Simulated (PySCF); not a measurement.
# Re⁺: ionisation energy

Re⁺ [Xe] 4f14 5d5 6s1 [5d3/2^4 5d5/2^1 6s1/2^1, M_J = 3] → Re²⁺ [Xe] 4f14 5d5 [5d3/2^4 5d5/2^1, M_J = 5/2], as a difference of total energies. Computed with PySCF 2.14 in x2c-SVPall-2c (7s9p9d2f, 93 functions), with the two-component X2C-1e Hamiltonian. "Screened" scales the spin-orbit matrix elements by Boettger's factors to mimic the two-electron term; Breit and QED terms are absent.

```csv
method,ionisation energy (eV)
GHF (spin-free),15.831
GHF (screened spin-orbit),15.797
```

Errors of the correlated levels include the incompleteness of this basis and the frozen core.

The labels give the starting determinants; with spin-orbit coupling the two ends relaxed to ⟨J²⟩ = 12.00, ⟨L²⟩ = 0.21, ⟨S²⟩ = 11.81 and ⟨J²⟩ = 8.75, ⟨L²⟩ = 0.25, ⟨S²⟩ = 8.51.

For comparison: 16.6 ± 0.5 eV (semi-empirical (NIST evaluation); NIST Atomic Spectra Database, ionization energies).
